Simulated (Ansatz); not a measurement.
## Relaxing a trial structure of AlFH4InN

The starting geometry of this gas-phase singlet was optimised with GFN2-xTB.

```xyz
8

Al   -0.5938    0.0640   -0.0587
F    -1.7449   -1.1295    0.4523
In    0.2045   -2.8084    0.2471
N     0.8333   -0.5332    1.0550
H     1.7521   -0.1314    0.8868
H    -0.1316   -0.4879   -1.4950
H     0.6770   -0.4389    2.0587
H    -1.0707    1.5047    0.1311
```

Question: Predict what it relaxes into with B3LYP-D3(BJ)/def2-SVP.

Answer: A new bond forms, giving a structure with F2 bridging Al1 and In3, given below by its coordinates. Distances that change by over a tenth: F2–In3 (2.58 → 2.31 Å). Contacts that close: In3–N4 (2.49 → 2.41 Å).

The energy falls by 0.27 eV over 13 steps:

| step | E − E(last) (eV) |
| --- | --- |
| 1 | 0.269 |
| 2 | 0.190 |
| 4 | 0.151 |
| 5 | 0.118 |
| 6 | 0.078 |
| 8 | 0.009 |
| 9 | 0.002 |
| 10 | 0.000 |
| 12 | 0.000 |
| 13 | 0.000 |

Final geometry (Å):

```yaml
atoms:
  - { symbol: Al, position_ang: [-0.5581, 0.0995, -0.1958] }
  - { symbol: F, position_ang: [-1.4577, -1.4537, -0.1370] }
  - { symbol: In, position_ang: [-0.1769, -2.7857, 1.2527] }
  - { symbol: N, position_ang: [0.8121, -0.5999, 0.9894] }
  - { symbol: H, position_ang: [1.7539, -0.6429, 0.5909] }
  - { symbol: H, position_ang: [0.0420, 0.3045, -1.6576] }
  - { symbol: H, position_ang: [0.9122, -0.1067, 1.8806] }
  - { symbol: H, position_ang: [-1.4016, 1.2243, 0.5543] }
```

Frequencies at the end are all real (lowest 69 cm⁻¹). Atoms past krypton carry core potentials, without spin–orbit terms. Run with Ansatz 0.2.0, 36 s on 1 thread of Intel(R) Xeon(R) 6975P-C (Granite Rapids), with other jobs on the host.
